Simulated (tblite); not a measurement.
Species: C7H8.
SMILES with atom numbers: `[CH:1]#[C:2][C:3]1=[CH:4][C@H:5]1[CH2:6][CH3:7]` (hydrogens: H8 on C1; H9 on C4; H10 on C5; H11, H12 on C6; H13, H14, H15 on C7)

Computed with GFN2-xTB (tblite), gas phase: Langevin dynamics at 300 K from the optimised GFN2-xTB geometry, time step 0.5 fs, friction 0.01 fs⁻¹, 2000 steps. The instantaneous temperature is 2·E(kin)/(3Nk) with all 3N coordinates.

| t (fs) | T (K) | E(pot) above start (eV) | C1≡C2 (Å) | C2–C3 (Å) | C3=C4 (Å) | C4–C5 (Å) | C5–C6 (Å) | C1–H8 (Å) | C4–C5–C6–C7 (°) |
| --- | --- | --- | --- | --- | --- | --- | --- | --- | --- |
| 0 | 239 | 0.000 | 1.204 | 1.375 | 1.310 | 1.493 | 1.515 | 1.048 | 143 |
| 25 | 177 | 0.254 | 1.193 | 1.376 | 1.331 | 1.507 | 1.530 | 1.064 | 142 |
| 50 | 242 | 0.269 | 1.201 | 1.394 | 1.298 | 1.449 | 1.473 | 1.043 | 140 |
| 75 | 235 | 0.287 | 1.216 | 1.346 | 1.312 | 1.470 | 1.506 | 1.050 | 143 |
| 100 | 235 | 0.399 | 1.196 | 1.400 | 1.328 | 1.531 | 1.602 | 1.046 | 143 |
| 125 | 252 | 0.341 | 1.201 | 1.376 | 1.309 | 1.487 | 1.542 | 1.049 | 147 |
| 150 | 218 | 0.417 | 1.231 | 1.360 | 1.308 | 1.456 | 1.493 | 1.029 | 150 |
| 175 | 215 | 0.312 | 1.200 | 1.352 | 1.307 | 1.478 | 1.510 | 1.059 | 155 |
| 200 | 205 | 0.258 | 1.189 | 1.397 | 1.292 | 1.515 | 1.521 | 1.047 | 154 |
| 225 | 190 | 0.370 | 1.219 | 1.352 | 1.318 | 1.556 | 1.459 | 1.060 | 164 |
| 250 | 249 | 0.276 | 1.205 | 1.395 | 1.294 | 1.513 | 1.508 | 1.056 | 167 |
| 275 | 253 | 0.405 | 1.202 | 1.378 | 1.297 | 1.513 | 1.555 | 1.038 | 168 |
| 300 | 323 | 0.393 | 1.220 | 1.352 | 1.345 | 1.462 | 1.506 | 1.040 | 162 |
| 325 | 326 | 0.521 | 1.204 | 1.381 | 1.310 | 1.441 | 1.521 | 1.061 | 156 |
| 350 | 365 | 0.409 | 1.203 | 1.400 | 1.325 | 1.529 | 1.549 | 1.059 | 154 |
| 375 | 245 | 0.527 | 1.231 | 1.365 | 1.310 | 1.511 | 1.521 | 1.046 | 159 |
| 400 | 345 | 0.427 | 1.196 | 1.420 | 1.303 | 1.524 | 1.504 | 1.051 | 164 |
| 425 | 293 | 0.551 | 1.209 | 1.370 | 1.325 | 1.504 | 1.539 | 1.033 | 167 |
| 450 | 240 | 0.444 | 1.202 | 1.378 | 1.326 | 1.467 | 1.485 | 1.074 | 161 |
| 475 | 363 | 0.411 | 1.196 | 1.364 | 1.276 | 1.532 | 1.539 | 1.044 | 149 |
| 500 | 308 | 0.512 | 1.211 | 1.391 | 1.322 | 1.499 | 1.483 | 1.062 | 146 |
| 525 | 389 | 0.381 | 1.206 | 1.414 | 1.315 | 1.493 | 1.466 | 1.061 | 141 |
| 550 | 367 | 0.520 | 1.213 | 1.383 | 1.303 | 1.508 | 1.514 | 1.061 | 138 |
| 575 | 267 | 0.763 | 1.217 | 1.334 | 1.301 | 1.434 | 1.500 | 1.063 | 132 |
| 600 | 393 | 0.410 | 1.198 | 1.368 | 1.346 | 1.485 | 1.509 | 1.034 | 123 |
| 625 | 343 | 0.599 | 1.212 | 1.442 | 1.299 | 1.506 | 1.602 | 1.081 | 115 |
| 650 | 382 | 0.398 | 1.227 | 1.369 | 1.327 | 1.512 | 1.532 | 1.032 | 110 |
| 675 | 380 | 0.513 | 1.202 | 1.376 | 1.318 | 1.472 | 1.479 | 1.089 | 111 |
| 700 | 436 | 0.461 | 1.204 | 1.360 | 1.273 | 1.475 | 1.516 | 1.037 | 107 |
| 725 | 360 | 0.371 | 1.210 | 1.368 | 1.336 | 1.526 | 1.500 | 1.057 | 121 |
| 750 | 317 | 0.606 | 1.201 | 1.400 | 1.300 | 1.541 | 1.500 | 1.061 | 126 |
| 775 | 357 | 0.668 | 1.248 | 1.377 | 1.290 | 1.474 | 1.526 | 1.060 | 131 |
| 800 | 288 | 0.525 | 1.189 | 1.382 | 1.339 | 1.530 | 1.486 | 1.048 | 126 |
| 825 | 346 | 0.437 | 1.209 | 1.380 | 1.294 | 1.514 | 1.502 | 1.070 | 116 |
| 850 | 361 | 0.409 | 1.219 | 1.359 | 1.315 | 1.476 | 1.568 | 1.046 | 118 |
| 875 | 351 | 0.639 | 1.176 | 1.369 | 1.357 | 1.466 | 1.561 | 1.077 | 136 |
| 900 | 448 | 0.562 | 1.250 | 1.389 | 1.301 | 1.425 | 1.547 | 1.022 | 137 |
| 925 | 392 | 0.703 | 1.192 | 1.361 | 1.352 | 1.449 | 1.559 | 1.069 | 146 |
| 950 | 375 | 0.560 | 1.182 | 1.413 | 1.318 | 1.489 | 1.557 | 1.043 | 158 |
| 975 | 367 | 0.481 | 1.240 | 1.362 | 1.273 | 1.508 | 1.526 | 1.043 | 164 |
| 1000 | 328 | 0.441 | 1.200 | 1.374 | 1.343 | 1.509 | 1.486 | 1.079 | 167 |

Question: From 500 fs on, how do temperature and potential energy compare with equipartition?

Answer: The mean temperature of these 21 frames is 360 K against the target 300 K, and the mean potential energy 0.52 eV against 39 × kT/2 = 0.50 eV for 39 classical harmonic modes. For 15 atoms in a canonical ensemble the temperature itself scatters by T·√(2/(3N)) = 63 K; here its standard deviation is 42 K. The whole run lasts only 10 friction times of 100 fs, so these averages carry a wide statistical error.

Question: What are the kinetic and total energies of the listed frame with the highest potential energy?

Answer: The one at 575 fs, 0.763 eV above the start. Its kinetic energy is 3NkT/2 = 0.518 eV at 267 K, so the sum is 1.28 eV; over the listed frames the sum runs from 0.46 to 1.46 eV, since the thermostat adds and removes energy.

Question: How much do the listed bonds fluctuate from 500 fs on?

Answer: 
| bond | at the start (Å) | mean (Å) | standard deviation (Å) |
| --- | --- | --- | --- |
| C1≡C2 | 1.204 | 1.210 | 0.019 |
| C2–C3 | 1.375 | 1.380 | 0.023 |
| C3=C4 | 1.310 | 1.315 | 0.024 |
| C4–C5 | 1.493 | 1.490 | 0.030 |
| C5–C6 | 1.515 | 1.520 | 0.034 |
| C1–H8 | 1.048 | 1.057 | 0.017 |

The motion is classical and holds no zero-point motion.

What follows is the cost of the whole dynamics run. Rough CPU time on one thread of a shared machine: about 30 s.
